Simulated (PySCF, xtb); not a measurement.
Si(F)2(Br)(NH2) (BrF₂H₂NSi), SMILES Br[Si](N)(F)F.

GFN2-xTB (xtb) at its own geometry gives an orbital gap of 7.23 eV and a dipole moment of 4.81 D.

Geometry: PBE0-D3(BJ)/def2-SVP. The structure was generated by enumeration, and PubChem lists no compound with its InChIKey, so it may never have been made. The values are those of a single conformer.

Task: What does PBE0/def2-TZVP run with PySCF give? (An estimate is asked for; the answer gives what the named calculation found.)

Result: gap 8.53 eV (levels -8.36 and 0.16 eV), dipole 2.89 D.
